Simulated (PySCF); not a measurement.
A PySCF script (with the pyscf-properties extension) for the NMR shieldings of `C(C=C)PCC(C)C`, C$_{7}$H$_{15}$P, on a GFN2-xTB geometry:

```python
import basis_set_exchange as bse
import numpy as np
from pyscf import gto, dft
from pyscf.prop import nmr

atoms = """
C    -4.267875   -0.439258    0.704353
C    -3.324077   -1.005671   -0.025429
C    -1.902041   -1.128958    0.397057
P    -0.793142   -0.137737   -0.743517
C     0.730022   -0.156929    0.329489
C     1.798773    0.823720   -0.155564
C     2.930394    0.911960    0.866612
C     2.339597    0.403354   -1.517829
H    -4.062231   -0.035471    1.682866
H    -5.285405   -0.360675    0.361920
H    -3.553751   -1.401520   -1.006180
H    -1.575509   -2.171493    0.314102
H    -1.770534   -0.795705    1.429696
H    -1.247009    1.114212   -0.295484
H     0.443999    0.078005    1.359496
H     1.131782   -1.175583    0.314786
H     1.339837    1.815249   -0.252867
H     3.687145    1.619544    0.535908
H     2.555104    1.240534    1.833480
H     3.402007   -0.060473    0.993337
H     3.063802    1.127949   -1.883388
H     1.527402    0.329148   -2.239009
H     2.826958   -0.567218   -1.447882
"""
names = dict.fromkeys(["C", "P", "H"], "pcSseg-1")
basis = {el: gto.basis.parse(bse.get_basis(n, elements=[el], fmt="nwchem")) for el, n in names.items()}
mol = gto.M(atom=atoms, basis=basis, charge=0, verbose=0)
mf = dft.RKS(mol, xc="PBE0")
mf.grids.level = 2
mf.grids.alignment = dft.numint.BLKSIZE   # the property module wants whole blocks of grid points
mf.conv_tol = 1e-9
mf.kernel()

calc = nmr.RKS(mf)   # GIAO
C = mf.mo_coeff
Co = C[:, mf.mo_occ > 0]
resp = mf.gen_response(singlet=True, hermi=2)
def vind(x):   # induced exchange potential for any number of trial vectors
    d = np.einsum("pi,xij,qj->xpq", C, 2 * x.reshape(-1, C.shape[1], Co.shape[1]), Co, optimize=True)
    return np.einsum("xpq,pi,qj->xij", resp(d - d.transpose(0, 2, 1)), C, Co, optimize=True).ravel()
mo1, _ = nmr.rhf.solve_mo1(calc, with_cphf=vind)
sigma = calc.kernel(mo1)
for i, s in enumerate(sigma):   # ppm
    print("%2d %-2s %9.2f" % (i, mol.atom_pure_symbol(i), np.trace(s) / 3))
```

Question: What are the results?

Answer: 
```
 0 C      65.76
 1 C      42.42
 2 C     148.85
 3 P     404.91
 4 C     147.36
 5 C     155.09
 6 C     159.04
 7 C     161.97
 8 H      26.27
 9 H      26.47
10 H      25.43
11 H      29.30
12 H      29.04
13 H      28.90
14 H      29.64
15 H      30.67
16 H      30.28
17 H      30.46
18 H      30.52
19 H      30.94
20 H      30.66
21 H      29.75
22 H      31.24
```

These numbers come from an equivalent density-fitted implementation of the same equations, which agrees with the script to about 0.01 ppm for H and up to a few tenths of a ppm for heavy atoms, so last digits may differ.

Size and cost of the density-fitted run: 218 basis functions, 38 s wall time on 1 thread of an Arm Neoverse V1, shared host; peak memory 1 GiB.
